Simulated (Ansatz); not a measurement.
Geometry optimisation, DFT LDA, scalar-relativistic, plane waves, PAW (Ansatz 0.2.0).

input.yaml

```yaml
crystal:
  lattice:
    - [0.0, 5.43, 5.43]
    - [5.43, 0.0, 5.43]
    - [5.43, 5.43, 0.0]
  atoms:
    - { symbol: Si, position: [0.0, 0.0, 0.0] }
    - { symbol: Si, position: [0.125, 0.125, 0.125] }
    - { symbol: Si, position: [0.0, 0.0, 0.5] }
    - { symbol: Si, position: [0.125, 0.125, 0.625] }
    - { symbol: Si, position: [0.0, 0.5, 0.0] }
    - { symbol: Si, position: [0.125, 0.625, 0.125] }
    - { symbol: Si, position: [0.0, 0.5, 0.5] }
    - { symbol: Si, position: [0.125, 0.625, 0.625] }
    - { symbol: Si, position: [0.5, 0.0, 0.0] }
    - { symbol: Si, position: [0.625, 0.125, 0.125] }
    - { symbol: Si, position: [0.5, 0.0, 0.5] }
    - { symbol: Si, position: [0.625, 0.125, 0.625] }
    - { symbol: Si, position: [0.5, 0.5, 0.0] }
    - { symbol: Si, position: [0.625, 0.625, 0.125] }
    - { symbol: Si, position: [0.5, 0.5, 0.5] }
    - { symbol: Si, position: [0.625, 0.625, 0.625] }
    - { symbol: Co, position: [0.3764539, 0.8684389, 0.3757741], spin: 1.0 }
magnetization:
  spin_polarized: true
basis:
  ecutwfc: 420.0
kpoints:
  mp_grid: { grid: [2, 2, 2] }
hamiltonian:
  xc: lda
  pseudopotentials: { kind: paw, azcp: { folder: soft_1 } }
scf:
  occupations: { method: gaussian, width: 0.05 }
  lower_state_search: "off"
relax:
  f_tol: 0.03
  max_steps: 60
  adjacent_minimum: "off"
```

Launched with:

```bash
$ ansatz run input.yaml --threads 2 --pin off --max-ram 5120MiB --backend cpu --events-out ev --progress --plain --runs-dir out
```

**Question.** Where does it end, and by what steps?

**Answer.** The forces met the threshold. The force dipped under the threshold on the way, but the program's further checks kept it going. Limits of this set-up: coarse k mesh, PAW files made for another functional. After 5 steps the energy has fallen by 0.018 eV; Si15 moved furthest, 0.03 Å.

```csv
step,energy less start (eV),largest force component (eV/Å),accepted
0,0.0000,0.245,yes
1,-0.0161,0.093,yes
2,-0.0179,0.031,yes
3,-0.0181,0.022,yes
4,-0.0167,0.066,no
5,-0.0181,0.022,yes
```

```xyz
17
Lattice="0.0000 5.4300 5.4300 5.4300 0.0000 5.4300 5.4300 5.4300 0.0000" Properties=species:S:1:pos:R:3
Si -0.008 0.009 -0.008
Si 1.357 1.362 1.357
Si 2.724 2.708 -0.006
Si 4.070 4.072 1.357
Si 2.725 0.009 2.725
Si 4.073 1.357 4.073
Si 5.422 2.706 2.725
Si 6.787 4.072 4.079
Si -0.007 2.707 2.724
Si 1.357 4.072 4.069
Si 2.720 5.433 2.720
Si 4.068 6.789 4.069
Si 2.725 2.705 5.421
Si 4.079 4.072 6.788
Si 5.416 5.445 5.415
Si 6.787 6.781 6.787
Co 6.761 4.083 6.764
```

The run took 19 s on 2 threads of AMD EPYC 9R45 96-Core Processor (Zen 5), with other jobs on the host, peak memory 0.75 GiB.
